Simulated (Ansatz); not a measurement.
Species: CH4BCl, charge 0, singlet. CH4BCl (SMILES CBCl).
B3LYP-D3(BJ)/def2-TZVP minimum from Ansatz (an electronic-structure program):
```xyz
7

B     -0.6838    -0.3185    -0.0982
H     -1.3766    -1.2353     0.2080
Cl     0.9184    -0.3002     0.6289
C     -1.1493     0.7937    -1.0725
H     -2.0642     1.2566    -0.6841
H     -1.4447     0.3403    -2.0260
H     -0.4125     1.5726    -1.2642
```

Total energies in cc-pV(D+d)Z, 18 correlated electrons, 7 frozen orbitals. Open shells are spin-unrestricted; no spin-orbit coupling. Correlated methods leave the cores frozen. No relativity.

```json
[
 {"method": "HF", "program": "Ansatz", "energy (Eh)": "-524.43375", "minus CCSDT(Q) (mEh)": "421.34"},
 {"method": "MP2", "program": "Ansatz", "energy (Eh)": "-524.80107", "minus CCSDT(Q) (mEh)": "54.01"},
 {"method": "CCSD", "program": "Ansatz", "energy (Eh)": "-524.84272", "minus CCSDT(Q) (mEh)": "12.36"},
 {"method": "CCSD(T)", "program": "Ansatz", "energy (Eh)": "-524.85350", "minus CCSDT(Q) (mEh)": "1.59"},
 {"method": "CCSDT(Q)", "program": "Ansatz", "energy (Eh)": "-524.85508", "minus CCSDT(Q) (mEh)": "0.00"}
]
```

Rough core times of Ansatz's runs on a shared machine: CCSD(T) under 20 s, CCSDT(Q) 3 min.
